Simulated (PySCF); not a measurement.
CH₆OSi₂, SMILES C1O[SiH2][SiH2]1. Coordinates come from a TPSSh-D3(BJ)/def2-SVP optimisation.

Computed equilibrium geometry at TPSSh-D3(BJ)/def2-SVP (PySCF confirms it by a frequency run) as Cartesian coordinates in Å, and its point group:
point group Cs.
```xyz
10

C     -1.2721     0.6139     0.0000
O     -1.1021    -0.8300     0.0000
Si     0.5710    -1.1316     0.0000
Si     0.5788     1.2015     0.0000
H     -1.8474     0.9190    -0.8914
H     -1.8474     0.9190     0.8914
H      1.0205    -1.8873     1.2028
H      1.0205    -1.8873    -1.2028
H      1.0027     1.9569    -1.2124
H      1.0027     1.9569     1.2124
```
